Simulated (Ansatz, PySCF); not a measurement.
PySCF was given this input:
```python
from pyscf import gto, scf, mp

mol = gto.M(
    atom='''
C     0.01788210   -0.12688834   -1.22755692
C     0.01203885   -0.07902655   -0.00461356
H     0.10093196   -0.67882411   -2.12908504
O    -0.03505720    0.23928919    1.19026348
''',
    basis='def2-svpd',
    charge=-1,
    verbose=4,
)

mf = scf.RHF(mol)
mf.kernel()

pt = mp.MP2(mf, frozen=3)
pt.kernel()
print('E(MP2) = %.10f' % pt.e_tot)
```

### Question
Write the same job for Ansatz (a first-principles code).

### Answer
Several could match; the one computed here: 
Ansatz 0.2 input:
```yaml
crystal:
  periodic: [false, false, false]
  atoms:
    - {symbol: C, position_ang: [0.01788210, -0.12688834, -1.22755692]}
    - {symbol: C, position_ang: [0.01203885, -0.07902655, -0.00461356]}
    - {symbol: H, position_ang: [0.10093196, -0.67882411, -2.12908504]}
    - {symbol: O, position_ang: [-0.03505720, 0.23928919, 1.19026348]}
basis:
  gaussian:
    orbitals: def2-SVPD
total_charge: -1
magnetization: {spin_polarized: false}
correlation: {method: mp2, electrons: outside_noble_gas}
accuracy: high
```

Both were run: PySCF gave -151.473703 Eh and Ansatz -151.473703 Eh, 0.000 mEh apart.
